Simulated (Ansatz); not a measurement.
Isolated molecules relaxed with PBE0-D4/def2-TZVP in Ansatz; ΔE leaves out vibrations. CBS: MP2 limit from def2 TZ/QZ plus the TZ coupled-cluster correction, frozen cores. Functionals use def2-TZVPP. HSE06 is defined as in plane-wave codes. def2 core potentials past Kr. For Sn outer-core shells are correlated without core-valence functions, which leaves a few kJ/mol of doubt a bond. Each species was taken in one conformer, which may not be the lowest.

`CO[SiH](S)Cl` + `C[O][Sn][CH3]` → `C[SiH](S)Cl` + `C[O][Sn][O]C`  (redistribution)

CCSD(T)/CBS gives -0.9 kJ/mol.

(1) Another level gave -2.9 kJ/mol. Which?
A. CCSD/def2-TZVPP
B. BHLYP/def2-TZVPP
C. HSE06-D4/def2-TZVPP
D. PBE-D4/def2-TZVPP

Largest T1 diagnostic among the species: 0.017.

Results:

(1) C. HSE06-D4 -2.9, PBE-D4 -10.2, BHLYP 2.6, CCSD/def2-TZVPP 6.6 kJ/mol.

Leaving LDA and LC-ωPBE aside and taking each functional with its dispersion term where it has one, the values, not all of them listed here, spread over 12.7 kJ/mol, from revPBE-D4 to BHLYP-D4. LDA lies +6.6 kJ/mol from PBE without D4. From BLYP to BHLYP (50 % exact exchange), in def2-TZVPP and without D4, ΔE moves by +13.1 kJ/mol. At CCSD(T), def2-SVP lies −4.8 kJ/mol from the extrapolated value and def2-TZVPP +5.7 kJ/mol.
